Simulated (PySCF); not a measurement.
Working out the ionisation energy of F(2+)

F(2+) [He] 2s2 2p3 (4S) → F(3+) [He] 2s2 2p2 (3P). Calculation: PySCF 2.14, in Sapporo-DZP-2012; scalar relativity by spin-free X2C-1e. Frozen: 1s2. Energies in hartree (1 hartree = 27.21139 eV):

```tsv
part	F(2+) (lower)	F(3+) (upper)
UHF	-97.650478	-95.367428
CCSD correlation	-0.090758	-0.085896
(T)	-0.000460	-0.000547
```

Problem. What does Hartree-Fock give?

Solution. (-95.367428) − (-97.650478) = 2.283050 hartree = 62.125 eV.

Problem. What do CCSD and CCSD(T) give?

Solution. The CCSD correlation energies differ by 0.004862 hartree = 0.132 eV and the triples by -0.000087 hartree = -0.002 eV, so CCSD gives 62.257 eV and CCSD(T) 62.255 eV.

Reference: 62.708 eV (semi-empirical (NIST evaluation); NIST Atomic Spectra Database, ionization energies), between the lowest levels; spin-orbit coupling is absent from the calculation.

A double-zeta basis recovers only part of the correlation energy.

What remains against the reference includes basis incompleteness, the frozen core and higher excitations.
